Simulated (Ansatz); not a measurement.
Gas-phase electronic energies from Ansatz, PBE0-D4/def2-TZVP geometries. CCSD(T)/CBS adds triple-zeta CCSD(T) − MP2 to the extrapolated MP2 energy (def2 sets, frozen cores). This one scheme is used for every species. DFT in def2-TZVPP. B3LYP here is the variant with VWN-RPA as its local correlation; programs differ in this. One conformer a species, not always the lowest.

Reaction (ligand exchange at the Si–O bond): `O[SiH2]O` + `O[SiH2][SiH3]` → `O[SiH2]O[SiH2][SiH3]` + H₂O

```csv
level,ΔE (kJ/mol),difference from CCSD(T)/CBS
PBE-D4,-15.4,7.0
r2SCAN-D4,-16.4,6.0
PBE0-D4,-18.7,3.7
B3LYP-D4,-21.6,0.8
ωB97X-V,-17.7,4.7
ωB97M-V,-17.5,4.9
B2PLYP,-14.9,7.5
PBE,-8.9,13.5
r2SCAN,-14.3,8.1
PBE0,-12.6,9.8
B3LYP,-11.4,11.0
HF/def2-TZVPP,-18.2,4.2
MP2/def2-TZVPP,-20.0,2.4
SCS-MP2/def2-TZVPP,-19.4,3.0
CCSD/def2-TZVPP,-20.1,2.3
CCSD(T)/def2-TZVPP,-20.2,2.2
HF/def2-QZVPP,-19.7,2.7
MP2/def2-QZVPP,-21.7,0.7
SCS-MP2/def2-QZVPP,-21.0,1.4
HF/CBS(def2),-19.9,2.5
MP2/CBS(def2),-22.2,0.2
CCSD/CBS(def2),-22.3,0.1
CCSD(T)/CBS,-22.4,0
```

Largest T1 diagnostic among the species: 0.012.

From PBE to PBE0 (25 % exact exchange), in def2-TZVPP and without D4, ΔE moves by −3.7 kJ/mol. The D4 term adds −10.1 kJ/mol with B3LYP and −6.1 kJ/mol with PBE0; it sums over pairs of atoms, weighted by their polarisabilities, and B3LYP, whose exchange is more repulsive, gets the larger term.
